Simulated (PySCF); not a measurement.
# A search over the determinants of GeC⁺

Unrestricted PBE0; Ge def2-SVPD, C def2-SVPD; no relativity (PySCF 2.14). Outer shells of the fragments: Ge+ 3d10 4s2 4p1; C 2s2 2p2.

Followed along the bond (rough minima from three points):

| 2Ms+1 | unpaired | ⟨S²⟩ at the start | R at minimum (Å) | Te (eV) |
| --- | --- | --- | --- | --- |
| 4 | σ ↑, π ↑↑ | 3.75 | 1.92 | 0.00 |
| 2 | σ ↓, π ↑↑ | 1.77 | 1.92 | 0.65 |
| 2 | σ ↑, π ↑↓ | 1.76 | 1.93 | 0.67 |
| 2 | σ ↑ | 0.81 | 1.96 | 1.65 |
| 2 | π ↑ | 0.75 | none in the scan | ≤ 1.41 |

Solutions found at the starting distance of 1.970 Å, counted from the lowest of them; the search is not exhaustive and high or unbound solutions are not listed, so other states can lie among these:

```tsv
2Ms+1	unpaired	term	E (eV)	⟨S²⟩	⟨Lz²⟩	μ (D)
4	σ ↑, π ↑↑	⁴Σ⁻	0.00	3.75	0.00	-0.24
2	σ ↓, π ↑↑	mixed	0.65	1.77	0.00	-0.50
2	σ ↑, π ↑↓	mixed	0.66	1.76	2.01	-0.28
2	π ↑	²Π	1.51	0.75	1.00	-0.29
2	σ ↑	mixed	1.63	0.81	2.00	0.12
2	π ↑	mixed	2.12	1.11	1.00	-0.38
4	σ ↑, π ↑↑	mixed	3.44	3.76	2.01	2.02
4	π ↑↑↑	⁴Π	3.61	3.80	1.00	0.89
```

A term symbol is given only where ⟨S²⟩ and ⟨Lz²⟩ are close to those of a pure state; real π, δ and φ orbitals otherwise mix terms. A positive dipole points towards C; it is taken about the centre of mass and depends on that origin.

Spin–orbit coupling is left out.
